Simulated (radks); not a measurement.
Charge is removed step by step from the 2s down level of the boron ion B+, starting from [He] 2s(up 1, down 1). All-electron calculation, scalar-relativistic Kohn-Sham, r2SCAN, spin-polarised, spherical densities, finite nucleus; meta-GGA in the generalised Kohn-Sham scheme; Fermi nuclear charge, rms radius 2.406 fm. Program: a radial shooting solver on a logarithmic mesh with Libxc functionals.

removed (e),E - E(0) (eV),eigenvalue (eV)
0,0.000,-19.732
0.125,2.543,-20.962
0.25,5.240,-22.182
0.375,8.088,-23.379
0.5,11.082,-24.524
0.625,14.215,-25.584
0.75,17.473,-26.510
0.875,20.836,-27.278

The mean slope of the eigenvalue, de/dn, is 8.62 eV per electron.
